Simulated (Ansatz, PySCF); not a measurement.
Gas-phase reaction R1 → P1 + P2, each structure at its B3LYP-D3(BJ)/def2-TZVP stationary point, reached from a drawn start (curvature not checked).
R1: Cl3NbO (SMILES [O]=[Nb]([Cl])([Cl])[Cl]), charge 0, multiplicity 1.
P1, Cl2NbO (SMILES [O]=[Nb]([Cl])[Cl]) (charge 0, multiplicity 2):
```xyz
4

Nb     0.0721    -0.0003    -0.0039
O      1.7644    -0.0078    -0.0220
Cl    -0.9091     2.0914     0.0061
Cl    -0.9274    -2.0833     0.0198
```
P2: Cl atom, charge 0, multiplicity 2.

| level | reaction energy (kJ/mol) | cost |
|---|---|---|
| HF/def2-SVP | 258.4 | - |
| HF/def2-QZVPP | 271.1 | - |
| SVWN5/def2-TZVPP | 531.1 | ×0.6 |
| B97M-V/def2-TZVPP | 462.8 | ×3 |
| B3LYP/def2-TZVPP | 423.5 | ×1 |
| BHLYP/def2-TZVPP | 390.2 | ×2 |
| M06-2X/def2-TZVPP | 419.5 | - |
| CAM-B3LYP/def2-TZVPP | 418.2 | ×2 |
| wB97X-V/def2-TZVPP | 437.3 | ×5 |
| wB97M-V/def2-TZVPP | 437.4 | ×5 |
| B2PLYP/def2-TZVPP | 436.5 | ×2 |
| MP2/def2-SVP | 452.5 | - |
| MP2/def2-TZVPP | 471.6 | - |
| MP2/def2-QZVPP | 478.0 | - |
| SCS-MP2/def2-SVP | 434.5 | - |
| SCS-MP2/def2-TZVPP | 453.3 | - |
| SCS-MP2/def2-QZVPP | 460.5 | - |
| CCSD/def2-TZVPP | 398.4 | - |
| CCSD/def2-QZVPP | 404.7 | - |
| CCSD(T)/def2-QZVPP | 431.0 | ×800* |

P less R. No zero-point or thermal terms; singlets are restricted closed shells; open shells are unrestricted; no spin–orbit coupling. The spin states of the d-block species are the ones drawn and need not be the lowest.

Frozen-core correlation throughout.

Programs: Ansatz (Gaussian orbitals); PySCF for M06-2X. All values are computed, each at the level named. Elements past Kr take the def2 small-core potentials, without spin–orbit coupling.

Costs are rough ratios of core time to PBE/def2-TZVPP (about 14 s over the structures, on one shared machine); a dash marks a level with no comparable run of its own. A star marks coupled-cluster runs past 200 virtual orbitals, where the program's memory plan changes under this machine's limit, so their costs aren't comparable with smaller runs.

Ansatz is a quantum-chemistry and plane-wave program.
